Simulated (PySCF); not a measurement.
Computed structure and properties of [Ce(SH)3(H2O)]+

System: [Ce(SH)3(H2O)]+ (singlet); start: template (C1). Method: PySCF 2.14.0, RKS PBE0, Ce lcecp-2-SVP with ECP46, S def2-SVP, H def2-SVP, O def2-SVP; non-relativistic Hamiltonian with scalar-relativistic core potentials where named; density fitting; no spin-orbit coupling.

Input of the relaxation:

```python
mol = gto.M(atom='''
Ce    -0.09625     0.10249    -0.10458
S      1.44365     1.64239     1.43532
H      2.16485     0.77139     2.15652
S     -1.63615    -1.43741     1.43532
H     -2.35735    -0.56641     2.15652
S      1.44365    -1.43741    -1.64448
H      1.10345    -2.68931    -1.30428
O     -1.48625     1.49249    -1.49458
H     -1.51255     2.46179    -1.52088
H     -2.14125     1.20439    -2.14958''',
    basis={'Ce': 'lcecp-2-SVP', 'S': 'def2-SVP', 'H': 'def2-SVP', 'O': 'def2-SVP'},
    ecp={'Ce': 'lcecp-2-SVP'},
    charge=1, spin=0)
mf = dft.RKS(mol, xc='PBE0')
mf.grids.atom_grid = (50, 194)  # f atoms: unpruned, at least (60, 302)
mf = mf.density_fit()  # fitting sets: Ce AutoAux, S def2-universal-JKFIT, H def2-universal-JKFIT, O def2-universal-JKFIT
mf.conv_tol = 1e-08; mf.max_cycle = 55
mf.kernel(dm0)  # dm0: converged density of the start geometry
# quasi-Newton relaxation in Cartesian coordinates to a largest gradient under 0.00045 Eh/bohr, steps kept in the point group
```

Run from Python with OMP_NUM_THREADS=2; the lines above give its settings. Where DIIS fails, smearing, a level shift and second-order steps follow.
It took 5.8 min on 2 threads of Arm Neoverse V1, on a shared host, from the converged density of the start.

Course of the relaxation:

| step | energy above end (eV) | largest force component within the symmetry (eV/Å) |
| --- | --- | --- |
| 0 | 0.6578 | 1.231 |
| 1 | 0.4206 | 0.588 |
| 2 | 0.3013 | 0.467 |
| 3 | 0.2652 | 0.470 |
| 4 | 0.1705 | 0.579 |
| 5 | 0.1366 | 0.594 |
| 6 | 0.1277 | 0.865 |
| 7 | 0.1167 | 0.811 |
| 41 | 0.0006 | 0.075 |
| 42 | 0.0004 | 0.045 |
| 43 | 0.0002 | 0.047 |
| 44 | 0.0001 | 0.024 |
| 45 | 0.0000 | 0.019 |
| 46 | 0.0000 | 0.007 |
(The steps between are left out.)

Relaxed geometry (C1):

```xyz
10

Ce   -0.0899   -0.1806    0.1758
S     0.9745    1.5638    1.6856
H     2.2135    1.6079    1.1311
S    -2.0152   -1.5088    1.1623
H    -2.2536   -0.7495    2.2622
S     1.4562   -1.4652   -1.3761
H     0.7422   -2.6143   -1.4903
O    -1.1932    1.3735   -1.2979
H    -1.1553    2.3406   -1.2213
H    -1.7532    1.1770   -2.0659
```

```csv
contact,Å
Ce1–S2 (SH),2.541
Ce1–S4 (SH),2.539
Ce1–S6 (SH),2.539
Ce1–O8 (H2O),2.409
```

On the finer grid (75, 302):

| Property | Result |
| --- | --- |
| HOMO | not given (4f levels lie in the core) |
| LUMO | not given (4f levels lie in the core) |
| Dipole about the centre of mass | 5.37 D |
| Set of Mulliken populations of Ce1 outside the core potential | s 2.26, p 6.24, d 2.30, f 0.08 |
| D3(BJ) dispersion energy (not in the energies) | -0.272 eV |

| atom | Mulliken (e) | Löwdin (e) | spin (e) |
| --- | --- | --- | --- |
| Ce1 | 1.11 | 0.26 | 0.00 |
| S2 | -0.29 | 0.09 | 0.00 |
| H3 | 0.18 | 0.06 | 0.00 |
| S4 | -0.29 | 0.09 | 0.00 |
| H5 | 0.18 | 0.06 | 0.00 |
| S6 | -0.29 | 0.09 | 0.00 |
| H7 | 0.17 | 0.06 | 0.00 |
| O8 | -0.32 | -0.02 | 0.00 |
| H9 | 0.27 | 0.16 | 0.00 |
| H10 | 0.27 | 0.16 | 0.00 |

The large-core potential holds the 4f shell empty.

No frequency check is given for this geometry.

Taking off one SH (charge -1, singlet; the rest: singlet) in vacuum, both parts rigid, costs 14.02 eV; the small basis without counterpoise inflates it. Most of it is the attraction of opposite charges; other ways to part are cheaper, and one spin state was tried for the rest.

Rigid scan of SH along the line from its metal:

distance to S2 (Å), energy (eV) and a bar:
```
     2.24      0.838 #######
     2.34      0.327 ###
     2.44      0.072 #
     2.54      0.000 
     2.64      0.058 
     2.74      0.205 ##
     2.94      0.660 ######
     3.24      1.489 ############
     3.64      2.547 #####################
     4.14      3.592 ##############################
```

Taking off one H2O (charge 0, singlet; the rest: singlet) in vacuum, both parts rigid, costs 2.02 eV; the small basis without counterpoise inflates it.

Rigid scan of H2O along the line from its metal:

| distance to O8 (Å) | energy (eV) |
| --- | --- |
| 2.11 | 0.519 |
| 2.21 | 0.196 |
| 2.31 | 0.042 |
| 2.41 | 0.000 |
| 2.51 | 0.031 |
| 2.61 | 0.106 |
| 2.81 | 0.317 |
| 3.11 | 0.655 |
| 3.51 | 1.022 |
| 4.01 | 1.337 |

One start shape was tried, so this needn't be the lowest isomer.
